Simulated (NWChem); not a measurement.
The numbers come from NWChem runs, not from measurements. System: PbS, charge 0, spin multiplicity 1, optimised in this run. The structure started from a generated list of species. Level: PBE/def2-SVP with def2 effective core potentials on Pb.

The NWChem input:

```
start mol
memory heap 200 mb stack 900 mb global 1100 mb
geometry units angstroms
  Pb     0.000000     0.000000     0.376514
  S      0.000000     0.000000    -1.929636
  symmetry group C2v
end
basis spherical
  * library def2-svp
end
ecp
  Pb library def2-ecp
end
dft
  xc xpbe96 cpbe96
  semidirect memsize 60000000 filesize 0
  iterations 100
  grid fine
  convergence energy 1e-8
end
driver
  maxiter 80
end
task dft optimize
task dft freq numerical
```

NWChem printed:

```
             Northwest Computational Chemistry Package (NWChem) 7.3.0
             --------------------------------------------------------

                                NWChem Input Module
                                -------------------

 Scaling coordinates for geometry "geometry" by  1.889725989
 (inverse scale =  0.529177249)

 Turning off AUTOSYM since
 SYMMETRY directive was detected!

          ------
          auto-z
          ------

                             Geometry "geometry" -> ""
                             -------------------------

 Output coordinates in angstroms (scale by  1.889725989 to convert to a.u.)

  No.       Tag          Charge          X              Y              Z
 ---- ---------------- ---------- -------------- -------------- --------------
    1 Pb                  82.0000     0.00000000     0.00000000     0.37651429
    2 S                   16.0000     0.00000000     0.00000000    -1.92963571

 Effective nuclear repulsion energy (a.u.)     301.0561111322

            Nuclear Dipole moment (a.u.)
            ----------------------------
        X                 Y               Z
 ---------------- ---------------- ----------------
     0.0000000000     0.0000000000    -0.0000000000

      Symmetry information
      --------------------

 Group name             C2v
 Group number             16
 Group order               4
 No. of unique centers     2

      Symmetry unique atoms

     1    2


 Summary of "ao basis" -> "" (spherical)
 ------------------------------------------------------------------------------
       Tag                 Description            Shells   Functions and Types
 ---------------- ------------------------------  ------  ---------------------
 *                          def2-svp                  on all atoms

                           NWChem Geometry Optimization
                           ----------------------------

 maximum gradient threshold         (gmax) =   0.000450
 rms gradient threshold             (grms) =   0.000300
 maximum cartesian step threshold   (xmax) =   0.001800
 rms cartesian step threshold       (xrms) =   0.001200
[...]
 Dependent rotation vector no.                    3
  found in ECKART; assuming linear geometry
 Projected Nuclear Hessian trans-rot subspace norm:1.7937D-43
                         (should be close to zero!)

          --------------------------------------------------------
          MASS-WEIGHTED PROJECTED HESSIAN (Hartree/Bohr/Bohr/Kamu)
          --------------------------------------------------------

               1            2            3            4            5            6
   ----- ----- ----- ----- -----
    1    0.00000D+00
    2    0.00000D+00  0.00000D+00
    3    0.00000D+00  0.00000D+00  8.97260D-01
    4   -2.59685D-21  0.00000D+00  0.00000D+00  0.00000D+00
    5    0.00000D+00  2.59685D-21  0.00000D+00  0.00000D+00  0.00000D+00
    6    0.00000D+00  0.00000D+00 -2.28844D+00  0.00000D+00  0.00000D+00  5.83663D+00

 center of mass
 --------------
 x =   0.00000000 y =   0.00000000 z =   0.15478393

 moments of inertia (a.u.)
 ------------------
         542.203891104314           0.000000000000           0.000000000000
           0.000000000000         542.203891104314           0.000000000000
           0.000000000000           0.000000000000           0.000000000000

 Rotational Constants
 --------------------
 A=   0.000000 cm-1  (  0.000000 K)
 B=   0.111029 cm-1  (  0.159742 K)
 C=   0.111029 cm-1  (  0.159742 K)

 Temperature                      =   298.15K
 frequency scaling parameter      =   1.0000

 Linear Molecule

 Zero-Point correction to Energy  =    0.603 kcal/mol  (  0.000961 au)
 Thermal correction to Energy     =    2.264 kcal/mol  (  0.003609 au)
 Thermal correction to Enthalpy   =    2.857 kcal/mol  (  0.004552 au)

 Total Entropy                    =   60.140 cal/mol-K
   - Translational                =   42.308 cal/mol-K (mol. weight = 239.9487)
   - Rotational                   =   16.947 cal/mol-K (symmetry #  =        1)
   - Vibrational                  =    0.885 cal/mol-K

 Cv (constant volume heat capacity) =    6.388 cal/mol-K
   - Translational                  =    2.979 cal/mol-K
   - Rotational                     =    1.986 cal/mol-K
   - Vibrational                    =    1.422 cal/mol-K


 ----------------------------------------------------------------------------
 Normal Eigenvalue ||    Projected Derivative Dipole Moments (debye/angs)
  Mode   [cm**-1]  ||      [d/dqX]             [d/dqY]           [d/dqZ]
 ------ ---------- || ------------------ ------------------ -----------------
    1       -0.000 ||       0.000               0.000            -0.000
    2        0.000 ||       0.106               0.000             0.000
    3        0.000 ||       0.000               0.106             0.000
    4        0.000 ||      -0.270               0.000             0.000
    5        0.000 ||       0.000              -0.270             0.000
    6      421.830 ||       0.000               0.000            -0.732
 ----------------------------------------------------------------------------

 ----------------------------------------------------------------------------
 Normal Eigenvalue ||           Projected Infra Red Intensities
  Mode   [cm**-1]  || [atomic units] [(debye/angs)**2] [(KM/mol)] [arbitrary]
 ------ ---------- || -------------- ----------------- ---------- -----------
    1       -0.000 ||    0.000000           0.000         0.000       0.000
    2        0.000 ||    0.000485           0.011         0.473       0.955
    3        0.000 ||    0.000485           0.011         0.473       0.955
    4        0.000 ||    0.003156           0.073         3.076       6.212
    5        0.000 ||    0.003156           0.073         3.076       6.212
    6      421.830 ||    0.023196           0.535        22.613      45.665
 ----------------------------------------------------------------------------

 Task  times  cpu:       22.4s     wall:       22.4s

 Total times  cpu:       27.0s     wall:       27.0s
```
